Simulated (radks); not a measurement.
Charge is removed step by step from the 6s down level of the bismuth ion Bi2+, starting from [Xe] 4f14 5d10 6s(up 1, down 1) 6p1. Method: scalar-relativistic Kohn-Sham, SCAN, spin-polarised, spherical densities, finite nucleus; open shells are filled with parallel spins first (spin-orbit coupling, left out, can overturn this in heavy ions); meta-GGA in the generalised Kohn-Sham scheme; Fermi nuclear charge, rms radius 5.5211 fm; computed with a radial shooting solver on a logarithmic mesh with Libxc functionals.

| removed (e) | E - E(0) (eV) | eigenvalue (eV) |
|---|---|---|
| 0 | 0.000 | -30.736 |
| 0.125 | 3.913 | -31.870 |
| 0.25 | 7.957 | -32.920 |
| 0.375 | 12.140 | -33.949 |
| 0.5 | 16.447 | -34.983 |
| 0.625 | 20.884 | -36.032 |
| 0.75 | 25.452 | -37.096 |
| 0.875 | 30.154 | -38.169 |

The mean slope of the eigenvalue, de/dn, is 8.50 eV per electron.
